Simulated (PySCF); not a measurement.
## Calculated data, B₂H₃NSi, C₂H₆BN, B₂FHN, B₂H₂N

Computed with PySCF 2.14.0. Calculation on a computer-drawn molecule: the log of a Hartree-Fock and frozen-core CCSD(T) single point meant for a local Hartree-Fock minimum, with one planted fault or none, to be diagnosed. Offsets are logged minus clean, where the clean run is the same molecule without the fault. The reference is restricted for singlets and unrestricted otherwise, and also for a bond in bohr or an excited solution. Adding or removing an electron swaps singlet and doublet. The excited solution moves the top pair (singlet) or top alpha electron (doublet) to the lowest empty orbital. Highest occupied and lowest empty are orbital energies over both spins, largest force is the largest gradient component, triples share is (T) over the correlation energy, the T1 limit is 0.02 restricted and 0.045 unrestricted, electrons count all cores, a negative frequency is imaginary (commonest isotopes), and the dipole is about the centre of nuclear charge.

Common to all runs: meant multiplicity 1; logged SCF converged yes; possible faults no fault, one electron removed, one electron added, multiplicity raised by two, geometry at a saddle point, SCF held on an excited solution, minimal basis STO-3G, one bond length entered in bohr, all coordinates scaled.

(1) 
```xyz
7
formula=B2H3NSi meant_charge=0 meant_basis=cc-pV(D+d)Z logged_electrons=34 logged_basis_functions=80 logged_spin_squared=0 logged_highest_occupied=-5.6119 logged_lowest_empty=-1.6425 logged_largest_force=0.054569 logged_CC_converged=no logged_dipole_magnitude=3.3387 logged_SCF_stable_within_its_kind=no logged_energy_HF=-394.28275 planted_fault=SCF_held_on_an_excited_solution HF_energy_offset_from_clean_run=116.2
B     -4.3937    -0.1312     2.4613
N     -3.4650    -0.9136     2.1989
B     -2.4318    -1.8324     1.9060
Si    -2.8252    -3.8426     1.8497
H     -5.2659     0.6105     2.7078
H     -1.3283    -1.4062     1.6622
H     -2.4320    -4.0336     3.3055
```

Units: logged_highest_occupied, logged_lowest_empty in eV; logged_largest_force in hartree/bohr; logged_dipole_magnitude in debye; logged_energy_HF in hartree; HF_energy_offset_from_clean_run in kcal/mol.

Drawn bonds:
| atom | other atom | order |
| --- | --- | --- |
| 1 | 2 | 2 |
| 2 | 3 | 1 |
| 3 | 4 | 1 |
| 1 | 5 | 1 |
| 3 | 6 | 1 |
| 4 | 7 | 1 |

Notes: CCSD not converged.

(2) 
```xyz
10
formula=C2H6BN meant_charge=0 meant_basis=cc-pVDZ logged_electrons=30 logged_basis_functions=26 logged_spin_squared=0 logged_highest_occupied=-8.8794 logged_lowest_empty=10.738 logged_largest_force=0.082984 logged_T1_diagnostic=0.014686 logged_D1_diagnostic=0.048412 logged_triples_share=0.019937 logged_CC_converged=yes logged_dipole_magnitude=0.61421 logged_SCF_stable_within_its_kind=yes logged_energy_HF=-156.42373 logged_energy_CCSD(T)=-156.70128 planted_fault=minimal_basis_STO-3G HF_energy_offset_from_clean_run=1225 CCSD(T)_energy_offset_from_clean_run=1423
B     -0.5222    -1.1635    -0.0297
N      0.0273    -0.0768     0.1097
C      0.6612     1.1815     0.2587
C      0.6844     1.9790    -1.0402
H     -1.0477    -2.2035    -0.1605
H      1.6840     1.0296     0.6133
H      0.1442     1.7559     1.0317
H      1.2238     1.4340    -1.8171
H      1.1789     2.9409    -0.8843
H     -0.3307     2.1649    -1.3961
```

Units: logged_highest_occupied, logged_lowest_empty in eV; logged_largest_force in hartree/bohr; logged_dipole_magnitude in debye; logged_energy_HF, logged_energy_CCSD(T) in hartree; HF_energy_offset_from_clean_run, CCSD(T)_energy_offset_from_clean_run in kcal/mol.

Drawn bonds:
| atom | other atom | order |
| --- | --- | --- |
| 1 | 2 | 2 |
| 2 | 3 | 1 |
| 3 | 4 | 1 |
| 1 | 5 | 1 |
| 3 | 6 | 1 |
| 3 | 7 | 1 |
| 4 | 8 | 1 |
| 4 | 9 | 1 |
| 4 | 10 | 1 |

(3) 
```xyz
5
formula=B2FHN meant_charge=1 meant_basis=cc-pVDZ logged_electrons=27 logged_basis_functions=61 logged_spin_squared=0.8099 logged_highest_occupied=-5.407 logged_lowest_empty=2.6735 logged_largest_force=0.067624 logged_T1_diagnostic=0.01959 logged_D1_diagnostic=0.061094 logged_triples_share=0.029282 logged_CC_converged=yes logged_dipole_magnitude=0.86669 logged_SCF_stable_within_its_kind=yes logged_energy_HF=-203.83849 logged_energy_CCSD(T)=-204.35058 planted_fault=one_electron_added HF_energy_offset_from_clean_run=-106.8 CCSD(T)_energy_offset_from_clean_run=-117.8
B     -0.7720     0.0214    -1.5633
N     -0.3421     1.0323    -0.9044
B      0.0898     2.0480    -0.2425
F      0.5066     3.0280     0.3962
H     -1.1642    -0.9008    -2.1644
```

Units: logged_highest_occupied, logged_lowest_empty in eV; logged_largest_force in hartree/bohr; logged_dipole_magnitude in debye; logged_energy_HF, logged_energy_CCSD(T) in hartree; HF_energy_offset_from_clean_run, CCSD(T)_energy_offset_from_clean_run in kcal/mol.

Drawn bonds:
| atom | other atom | order |
| --- | --- | --- |
| 1 | 2 | 2 |
| 2 | 3 | 1 |
| 3 | 4 | 1 |
| 1 | 5 | 1 |

(4) 
```xyz
5
formula=B2FHN meant_charge=1 meant_basis=cc-pVDZ logged_electrons=26 logged_basis_functions=61 logged_spin_squared=0 logged_highest_occupied=-20.141 logged_lowest_empty=-3.9208 logged_largest_force=2.165e-05 logged_lowest_frequency=127.1 logged_T1_diagnostic=0.016574 logged_D1_diagnostic=0.035344 logged_triples_share=0.030254 logged_CC_converged=yes logged_dipole_magnitude=4.2532 logged_SCF_stable_within_its_kind=yes logged_energy_HF=-203.66831 logged_energy_CCSD(T)=-204.16284 planted_fault=no_fault HF_energy_offset_from_clean_run=0 CCSD(T)_energy_offset_from_clean_run=0
B     -0.7720     0.0214    -1.5633
N     -0.3421     1.0323    -0.9044
B      0.0898     2.0480    -0.2425
F      0.5066     3.0280     0.3962
H     -1.1642    -0.9008    -2.1644
```

Units: logged_highest_occupied, logged_lowest_empty in eV; logged_largest_force in hartree/bohr; logged_lowest_frequency in cm⁻¹; logged_dipole_magnitude in debye; logged_energy_HF, logged_energy_CCSD(T) in hartree; HF_energy_offset_from_clean_run, CCSD(T)_energy_offset_from_clean_run in kcal/mol.

Drawn bonds:
| atom | other atom | order |
| --- | --- | --- |
| 1 | 2 | 2 |
| 2 | 3 | 1 |
| 3 | 4 | 1 |
| 1 | 5 | 1 |

(5) 
```xyz
5
formula=B2H2N meant_charge=1 meant_basis=cc-pVDZ logged_electrons=18 logged_basis_functions=52 logged_spin_squared=0 logged_highest_occupied=-20.554 logged_lowest_empty=-4.3747 logged_largest_force=0.035882 logged_T1_diagnostic=0.013469 logged_D1_diagnostic=0.030927 logged_triples_share=0.034726 logged_CC_converged=yes logged_dipole_magnitude=0.0003756 logged_SCF_stable_within_its_kind=yes logged_energy_HF=-104.7489 logged_energy_CCSD(T)=-105.05399 planted_fault=all_coordinates_scaled,by_-3.5_% HF_energy_offset_from_clean_run=5.112 CCSD(T)_energy_offset_from_clean_run=8.627
B     -2.8359     0.7324    -1.5385
N     -1.9830     0.8797    -0.6503
B     -1.1302     1.0270     0.2380
H     -3.6113     0.5985    -2.3460
H     -0.3548     1.1610     1.0455
```

Units: logged_highest_occupied, logged_lowest_empty in eV; logged_largest_force in hartree/bohr; logged_dipole_magnitude in debye; logged_energy_HF, logged_energy_CCSD(T) in hartree; HF_energy_offset_from_clean_run, CCSD(T)_energy_offset_from_clean_run in kcal/mol.

Drawn bonds:
| atom | other atom | order |
| --- | --- | --- |
| 1 | 2 | 2 |
| 2 | 3 | 1 |
| 1 | 4 | 1 |
| 3 | 5 | 1 |
